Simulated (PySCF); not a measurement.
Tin: a sound run and one with changed settings

Sound run: Sn [Kr] 4d10 5s2 5p2, Sn⁺ [Kr] 4d10 5s2 5p1. All numbers are calculated (PySCF 2.14, scalar relativity through the core potential, in def2-TZVP with the def2 core potential (28 electrons) (6s5p3d2f, 50 functions)). In the sound run the correlated levels freeze 4s2 4p6 4d10 outside the core potential. The sound run starts from symmetry-adapted Hartree-Fock orbitals and uses a fine grid where one is needed.

Changed run: initial guess minao, at most 50 SCF cycles, level shift 2.0 hartree.

```
species   method  sound run (hartree)  changed run (hartree)  converged
     Sn      UHF           -213.33992             -213.33992        yes
     Sn     TPSS           -214.16165             -214.16165         no
     Sn     PBE0           -214.25872             -214.25872         no
     Sn      MP2           -213.38292             -213.35233        yes
     Sn  CCSD(T)           -213.39742             -213.39742        yes
    Sn⁺      UHF           -213.08803             -213.08803        yes
    Sn⁺     TPSS           -213.89540             -213.89540        yes
    Sn⁺     PBE0           -213.99026             -213.99026        yes
    Sn⁺      MP2           -213.12026             -213.09751        yes
    Sn⁺  CCSD(T)           -213.13270             -213.13270        yes
```

Ionisation energy of Sn:

```csv
method,sound run (eV),changed run (eV)
UHF,6.854,6.854
MP2,7.147,6.934
SCS-MP2,7.083,6.916
CCSD,7.179,7.179
CCSD(T),7.203,7.203
```

A level shift leaves the converged SCF energy unchanged but raises the virtual orbital energies, which shrinks MP2 if it is not removed.

For comparison, NIST gives 7.344 eV between the lowest levels.
